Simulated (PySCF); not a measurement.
trans-(1R,2R)-2-methoxycyclopropan-1-ol (C₄H₈O₂), SMILES CO[C@@H]1C[C@H]1O. Coordinates come from a PBE-D3(BJ)/def2-SVP optimisation. One conformer was computed; it need not be the lowest.

Give the equilibrium geometry at PBE-D3(BJ)/def2-SVP (PySCF confirms it by a frequency run) as Cartesian coordinates in Å. (Estimate from the structure and the level; the computed values follow.)

Several could match; the one computed here: 
```xyz
14

C      2.3814    -0.3169     0.4448
O      1.0783    -0.8503     0.3323
C      0.1997     0.0127    -0.3145
C     -0.4626     1.1434     0.4610
C     -1.2434    -0.0942     0.0392
O     -2.1542    -0.0304    -1.0158
H      2.8437    -0.1272    -0.5539
H      3.0001    -1.0600     0.9845
H      2.3934     0.6437     1.0132
H      0.4212     0.2164    -1.3827
H     -0.2132     1.2468     1.5289
H     -0.6628     2.0811    -0.0808
H     -1.4659    -0.8213     0.8464
H     -2.9598     0.3967    -0.6706
```
